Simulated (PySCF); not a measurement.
**Quadrupolar nuclei of pentafluoropyridine in NMR**

Compound: pentafluoropyridine, C₅F₅N.
Z-matrix (Å and degrees, PBE0-D3(BJ)/def2-SVP geometry), rows numbered from 1:
```
F 
C   1  1.3152
N   2  1.3077  1  118.24
C   3  1.3074  2  119.87  1  -179.94
F   4  1.3153  3  118.21  2  -179.93
C   4  1.3946  3  123.08  2     0.04
F   6  1.3176  4  122.14  3   179.96
C   6  1.3949  4  117.26  3    -0.05
F   8  1.3120  6  120.46  4   179.97
C   2  1.3939  1  118.70  3  -179.98
F  10  1.3179  2  122.16  1    -0.12
```

Computed at PBE0/pcSseg-1 (PySCF, non-relativistic):

```
atom             environment  nucleus  spin I    Q (b)  CQ = χzz (MHz)      η
  N3  pyridine-type nitrogen      14N       1  0.02044          -4.386  0.068
```

Question: Recover the principal values of the field gradient from CQ = 234.96 MHz × Q × Vzz, η = (Vxx − Vyy)/Vzz and a zero trace.

Answer: The tensor is traceless, so η fixes the two smaller values:

```tsv
atom	Vxx (au)	Vyy (au)	Vzz (au)	Vzz (10²¹ V/m²)
N3	0.426	0.488	-0.913	-8.87
```

Question: Give the quadrupolar product PQ = |CQ|√(1 + η²/3), the quadrupolar frequency νQ = 3|CQ|/[2I(2I − 1)] and the Larmor frequency ν0 = |g| × 7.62259 MHz/T × B at 18.8 T, with g(14N) = 0.40376.

Answer: 
```tsv
atom	PQ (MHz)	νQ (MHz)	ν0 (MHz)	νQ/ν0
N3	4.389	6.579	57.86	0.114
```

For N3: PQ = 4.386 × 1.0008, νQ = 4.386 × 1.5000, ν0 = 3.0777 MHz/T × 18.8 T.

Question: Quadrupolar 1/T1 and linewidth for τc = 4 ps (extreme narrowing, isotropic tumbling)?

Answer: Rate = (3π²/10) PQ² τc (2I + 3)/[I²(2I − 1)], the same for T1 and T2; width = rate/π.

| site | spin factor (2I + 3)/[I²(2I − 1)] | 1/T1 (s⁻¹) | T1 (ms) | linewidth (Hz) |
| --- | --- | --- | --- | --- |
| 14N at N3 | 5.000 | 1140 | 0.877 | 363 |

The couplings are those of the rigid, isolated species; surroundings and motion change them. With a basis this small, the couplings can be 20 % off.
